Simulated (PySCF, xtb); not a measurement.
B(OH)2(OSiH3) (BH5O3Si), SMILES OB(O)O[SiH3]. Other conformers were not sampled.

Harmonic wavenumbers (cm⁻¹) from GFN2-xTB (xtb 6.7.1) at its own minimum, in rising order: 23, 81, 91, 361, 410, 433, 482, 574, 601, 638, 682, 754, 785, 817, 908, 933, 1051, 1227, 1395, 2231, 2245, 2266, 3636, 3643.

Question: What does PBE-D3(BJ)/def2-SVP (PySCF) give at its own minimum? (Estimate from the structure and the level; the computed values follow.)

Answer: 76, 100, 109, 333, 389, 469, 481, 638, 686, 700, 741, 905, 914, 915, 931, 970, 1030, 1387, 1438, 2167, 2172, 2193, 3776, 3789. Paired by order, the mean absolute difference is 67 cm⁻¹ and the zero-point energies are 37.6 and 39.0 kcal/mol.
